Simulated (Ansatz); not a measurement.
Name a neutral molecule of Al, C, F, Si and H with size of the dipole moment (B3LYP/def2-TZVPP) between 1.50 and 1.80 D and HOMO energy (PBE0/def2-TZVPP) between -7.40 and -7.10 eV (Ansatz, PBE0-D4/def2-TZVP geometry).

`[CH3][AlH][SiH2]F` (1.55 D, -7.37 eV); `CC[SiH](F)[AlH2]` (1.54 D, -7.27 eV); `C[CH2][Al]([F])[SiH3]` (1.73 D, -7.33 eV). Other molecules can fit too; these were computed, each in one conformer that needn't be the lowest.

B3LYP here is the variant with VWN-RPA as its local correlation; programs differ in this.
